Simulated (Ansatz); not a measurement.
`CNBBr` + H–F → `FBBr` + CH₃NH₂ at 298.15 K and 1 bar (ligand exchange at a B–N bond).

Isolated molecules relaxed with PBE0-D4/def2-TZVP in Ansatz; ΔE leaves out vibrations. CBS: MP2 limit from def2 TZ/QZ plus the TZ coupled-cluster correction, frozen cores. This one scheme is used for every species. For Br outer-core shells are correlated without core-valence functions, which leaves a few kJ/mol of doubt a bond. Scalar relativity is left out up to krypton. Each species was taken in one conformer, which may not be the lowest.

| species | CCSD(T)/CBS energy (Eh) | H − E (kJ/mol) | S (J/(mol·K)) |
| --- | --- | --- | --- |
| `CNBBr` | -2693.95268 | 198.6 | 314.0 |
| H–F | -100.39570 | 33.5 | 173.6 |
| `FBBr` | -2698.59010 | 53.1 | 273.8 |
| CH₃NH₂ | -95.75281 | 180.0 | 240.4 |

H − E and S are ideal-gas, rigid-rotor, harmonic terms from PBE0-D4/def2-TZVP, for one conformer and one mirror image of each species. 1 Eh = 2625.50 kJ/mol, R = 8.31446 J/(mol·K).

Problem. By hand: ΔE, ΔH, ΔS and ΔG.

Solution. ΔE = (-2698.59010) + (-95.75281) − (-2693.95268) − (-100.39570) = 0.00547 Eh = 14.4 kJ/mol. Δ(H − E) = 53.1 + 180.0 − 198.6 − 33.5 = 1.0, so ΔH = 15.4 kJ/mol. ΔS = 273.8 + 240.4 − 314.0 − 173.6 = 26.6 J/(mol·K). ΔG = 15.4 − 298.15 × (26.6)/1000 = 7.5 kJ/mol.

Problem. By hand: the equilibrium constant, and the temperature at which ΔG would vanish if ΔH and ΔS stayed fixed.

Solution. log₁₀ K = −ΔG/(RT ln 10) = -1.3. ΔG = 0 at ΔH/ΔS = 579 K.

TΔS isn't small against ΔH here. A doubt of 5 kJ/mol in ΔE shifts log₁₀ K by 0.9 here. Other conformers and mirror images would add mixing entropy, several J/(mol·K) or more a flexible species. These are equilibria of isolated gas molecules and say nothing of rates. Largest T1 diagnostic: 0.011 (customary marks: 0.02 for closed shells, 0.045 for open ones).
